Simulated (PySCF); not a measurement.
Two species compared at the same levels of theory.

First species: C₇H₁₃B.
Atom-mapped SMILES: `[BH2:1][C@H:2]1[CH2:3][CH:4]=[CH:5][CH2:6][CH2:7][CH2:8]1` (hydrogens: H9, H10 on B1; H11 on C2; H12, H13 on C3; H14 on C4; H15 on C5; H16, H17 on C6; H18, H19 on C7; H20, H21 on C8)

Geometry (PBE0-D3(BJ)/def2-SVP, Å), atoms numbered from 1 in this order:
```xyz
21
C7H13B angstrom
B     -1.7796   -0.3980    0.1149
C     -0.9055   -0.5315   -1.1674
C     -0.2100    0.7676   -1.5973
C      0.7378    1.3115   -0.5626
C      1.7726    0.6447   -0.0366
C      2.1923   -0.7529   -0.4012
C      1.1206   -1.8335   -0.2434
C     -0.0212   -1.7784   -1.2531
H     -2.2644    0.6703    0.4184
H     -2.0830   -1.3754    0.7649
H     -1.7549   -0.6987   -1.8796
H     -0.9727    1.5280   -1.8206
H      0.3385    0.5978   -2.5442
H      0.5634    2.3368   -0.2183
H      2.3832    1.1637    0.7106
H      2.5464   -0.7626   -1.4506
H      3.0659   -1.0319    0.2073
H      1.6111   -2.8172   -0.3328
H      0.7081   -1.7879    0.7803
H      0.4027   -1.8618   -2.2714
H     -0.6544   -2.6696   -1.1110
```

Second species: C7H13B.
Geometry (PBE0-D3(BJ)/def2-SVP, Å), atoms numbered from 1 in this order:
```xyz
21
C7H13B angstrom
C      3.802   -0.574    0.370
C      2.495   -0.845    0.531
B      1.409   -0.119   -0.302
C     -0.128   -0.347   -0.115
C     -0.681    0.778    0.794
C     -2.207    0.740    0.580
C     -2.429    0.045   -0.781
C     -1.025   -0.204   -1.348
H      4.591   -1.076    0.943
H      4.132    0.176   -0.357
H      2.219   -1.607    1.272
H      1.780    0.723   -1.099
H     -0.338   -1.313    0.381
H     -0.393    0.658    1.849
H     -0.278    1.751    0.462
H     -2.689    0.171    1.389
H     -2.639    1.752    0.610
H     -3.053    0.641   -1.465
H     -2.953   -0.913   -0.637
H     -0.982   -1.076   -2.018
H     -0.690    0.668   -1.937
```

Levels: B3LYP/def2-SVPD for HOMO energy, LUMO energy, HOMO–LUMO gap and static isotropic polarisability; TDDFT B3LYP/def2-SVPD for lowest singlet excitation; TDA B3LYP/def2-SVPD for lowest triplet excitation (Tamm–Dancoff); ΔSCF B3LYP/def2-SVPD for vertical ionisation energy. Geometries: PBE0-D3(BJ)/def2-SVP. Each species is one conformer at its optimised geometry, gas phase, non-relativistic unless stated. Electronic properties by PySCF.

Values for the first species:

| Quantity | Value |
| --- | --- |
| HOMO energy | -6.75 eV |
| LUMO energy | -1.38 eV |
| HOMO–LUMO gap | 5.37 eV |
| Lowest singlet excitation | 4.54 eV |
| Lowest triplet excitation (Tamm–Dancoff) | 4.14 eV |
| Static isotropic polarisability | 95.0 au |
| Vertical ionisation energy | 8.88 eV |

Question: Estimate the same properties for the second species, and the change in each.

Answer: 
```csv
property,first,second,second less first
HOMO energy,-6.75 eV,-7.93 eV,-1.18 eV
LUMO energy,-1.38 eV,-1.89 eV,-0.51 eV
HOMO–LUMO gap,5.37 eV,6.04 eV,+0.67 eV
lowest singlet excitation,4.54 eV,4.95 eV,+0.41 eV
lowest triplet excitation (Tamm–Dancoff),4.14 eV,3.73 eV,-0.41 eV
static isotropic polarisability,95.0 au,100.3 au,+5.3 au
vertical ionisation energy,8.88 eV,9.87 eV,+0.99 eV
```

On the first: No computed singlet falls in the visible range (750 to 380 nm, 1.65 to 3.26 eV); S1 lies 1.28 eV above its blue end. The polarisability is 14.08 Å³ as a volume (1 au = 0.148185 Å³), or 1.58 au for each of the 60 electrons.

On the second: The principal polarisabilities are 81.7, 87.1 and 132.2 au; their mean is the isotropic value. The 10 singlets span 4.95 to 7.65 eV, and their oscillator strengths add up to 0.56.
